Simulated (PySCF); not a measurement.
Calculation: PySCF 2.14.0 with PBE-D3(BJ)/def2-TZVP // CAM-B3LYP-D3(BJ)/def2-SVP. Gas-phase values, no solvent. Excitations are Tamm–Dancoff values on a coarser integration grid. The basis has no diffuse functions, so Rydberg states are missing or too high.

Reference species (SMILES): `[BH2-]1[OH+][BH2-][OH+]1` (neutral, multiplicity 1).

| Item | Result |
|---|---|
| S1 oscillator strength | 0.000 |
| T1 excitation (TDA) | 5.66 eV |
| S1 excitation (TDA) | 5.91 eV |
| HOMO | -6.50 eV |

After one change: the S1 oscillator strength hardly moves; the T1 excitation (TDA) drops by 0.71 eV; the S1 excitation (TDA) decreases by 0.50 eV; the HOMO falls by 0.08 eV.

Q: Which change was made? The new species is one of these.
A. `[InH2-]1[SbH2+][InH2-][SbH2+]1`
B. `[NH2+]1[GaH2-][NH2+][GaH2-]1`
C. `[SeH+]1[InH2-][SeH+][InH2-]1`
D. `[BH2-]1[SeH+][BH2-][SeH+]1`

A: D, `[BH2-]1[SeH+][BH2-][SeH+]1`
